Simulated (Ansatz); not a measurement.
System: BF4, charge -1, multiplicity 1. It need not be the lowest isomer of its formula. SMILES: F[B-](F)(F)F
Geometry: optimised at B3LYP-D3(BJ)/def2-TZVP (Ansatz, a quantum-chemistry and plane-wave program).

Parts of the frozen-core correlation energy in STO-3G (Ansatz, hartree). Frozen orbitals: 5; correlated occupied orbitals by spin: 16 and 16; virtual: 4 and 4. No spin-orbit coupling. No relativistic terms.

```
term                            value
-------------------------  ----------
reference (HF)             -416.61334
MP2 opposite-spin                   ?
MP2 same-spin                -0.01510
CCSD correlation                    ?
(T)                                 ?
FCI minus CCSD(T)            -0.00056
T1 diagnostic                   0.007
largest doubles amplitude       0.028
```

Task: Fill in the missing entries.

Result: 
- MP2 opposite-spin, value: -0.06582
- CCSD correlation, value: -0.09658
- (T), value: -0.00438
